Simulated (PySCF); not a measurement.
## Worked example: dipole moment from atomic charges

C2Si, SMILES [C]1[C][Si]1 (connectivity only; charge and spin as stated), neutral, multiplicity 1. Atoms are numbered in the order given.

```xyz
3

Si     0.0000     0.0000    -0.7945
C      0.0000     0.6307     0.9269
C      0.0000    -0.6307     0.9269
```
Charge 0, spin multiplicity 1.

Geometry optimised at ωB97X-D3(BJ)/def2-TZVP.

Charges (e) from PBE0/def2-TZVPD (PySCF):

```
atom  ESP fit     IAO
----  -------  ------
Si1     0.298   0.636
C2     -0.149  -0.318
C3     -0.149  -0.318
```

The dipole moment of the full density is 2.36 D.

What dipole moment does each set of point charges give, and which comes closer to that of the density?


μ = Σ q r, and 1 e Å = 4.8032 D.
ESP fit: Σ q r = (0.000, 0.000, -0.513) e Å, |μ| = 2.46 D.
IAO: Σ q r = (0.000, 0.000, -1.095) e Å, |μ| = 5.26 D.
ESP fit comes closer in size. Point charges leave out the atoms' own dipoles (lone pairs, polarised bonds); fits to the potential absorb them, partitions of the density don't.
